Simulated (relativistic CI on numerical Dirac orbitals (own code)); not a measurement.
**Forbidden transitions in Sn⁴⁵⁺**

These numbers are calculated, not measured: Dirac-Coulomb-Breit CI, separate exchange-only KLI orbitals for each configuration, model QED (radiative potential, 1s self-energy scaled to tabulated hydrogen-like ionisation energies), unscaled Slater integrals (own radial code, finite nucleus).

CI space (outside the closed core 1s2): 2s²2p, 2s2p², 2p³, 2p²3s, 2p²3p, 2p²3d, 2s²3s, 2s²3p, 2s²3d, 2s2p3s, 2s2p3p, 2s2p3d, 2s²4s, 2s²4p, 2s²4d, 2s²4f. Levels of other configurations are missing.

| λ vac (nm) | Lower | Upper | Type | A (s⁻¹) | E lower (10³ cm⁻¹) | E upper (10³ cm⁻¹) |
| --- | --- | --- | --- | --- | --- | --- |
| 0.26385 | 2s2p² ⁴P3/2 [4] | 2p²3d ⁴D7/2 [93] | E2 | 5.22e+11 | 2880.2 | 40780.6 |
| 0.26424 | 2s2p² ⁴P3/2 [4] | 2p²3d ²G7/2 [92] | E2 | 1.95e+11 | 2880.2 | 40725.2 |
| 0.26428 | 2s2p² ⁴P5/2 [9] | 2p²3d ⁴F9/2 [120] | E2 | 7.31e+11 | 5094.2 | 42933.4 |
| 0.26470 | 2s2p² ²D5/2 [5] | 2p²3d ²G9/2 [96] | E2 | 7.28e+11 | 3119.0 | 40898.3 |
| 0.26591 | 2s2p² ²D5/2 [5] | 2p²3d ²G7/2 [92] | E2 | 3.38e+11 | 3119.0 | 40725.2 |
| 0.26830 | 2s2p² ²P3/2 [11] | 2p²3d ²F7/2 [119] | E2 | 4.44e+11 | 5653.2 | 42925.3 |
| 0.26860 | 2s2p² ²D3/2 [6] | 2p²3d ²G7/2 [92] | E2 | 1.84e+11 | 3495.6 | 40725.2 |
| 0.27514 | 2s2p² ²D5/2 [5] | 2s2p3d ⁴F°9/2 [62] | M2 | 6.40e+08 | 3119.0 | 39464.3 |
| 0.27647 | 2s2p² ²D3/2 [6] | 2s2p3p ²S1/2 [68] | E2 | 1.60e+11 | 3495.6 | 39666.4 |
| 0.27676 | 2s2p² ⁴P3/2 [4] | 2s2p3p ⁴D7/2 [52] | E2 | 1.09e+11 | 2880.2 | 39012.8 |
| 0.27781 | 2s2p² ⁴P1/2 [2] | 2s2p3p ⁴D5/2 [29] | E2 | 1.50e+11 | 1172.1 | 37168.3 |
| 0.27860 | 2s2p² ²D5/2 [5] | 2s2p3p ⁴D7/2 [52] | E2 | 7.99e+10 | 3119.0 | 39012.8 |
| 0.29095 | 2s2p² ⁴P5/2 [9] | 2s2p3d ⁴F°9/2 [62] | M2 | 3.39e+09 | 5094.2 | 39464.3 |
| 0.29400 | 2s2p² ²P3/2 [11] | 2s2p3p ²S1/2 [68] | E2 | 1.43e+11 | 5653.2 | 39666.4 |
| 0.29482 | 2s2p² ⁴P5/2 [9] | 2s2p3p ⁴D7/2 [52] | E2 | 7.95e+10 | 5094.2 | 39012.8 |
| 0.29821 | 2s²2p ²P°3/2 [3] | 2s²3p ²P°1/2 [17] | E2 | 2.72e+11 | 2062.9 | 35596.2 |
| 4.8475 | 2s²2p ²P°1/2 [1] | 2s²2p ²P°3/2 [3] | M1 | 7.71e+07 | 0.0 | 2062.9 |
| 5.8544 | 2s2p² ⁴P1/2 [2] | 2s2p² ⁴P3/2 [4] | M1 | 6.87e+07 | 1172.1 | 2880.2 |

Terms are leading LS components. Brackets give the number of a level in order of energy, since labels repeat. The list gives strong lines, with weight on those to low levels. Levels whose partners in the same complex of configurations lie outside the list can be far off, and so can their lines. Rates are taken at the computed energies, electric ones in the length gauge.

At this charge energies of transitions that change n are usually good to better than 1 %, and those within a shell (Δn = 0) to a few per cent.

LS names give the leading component of a level, which can be under half, so a name can repeat, a term be missing and a line seem to break the LS rules.
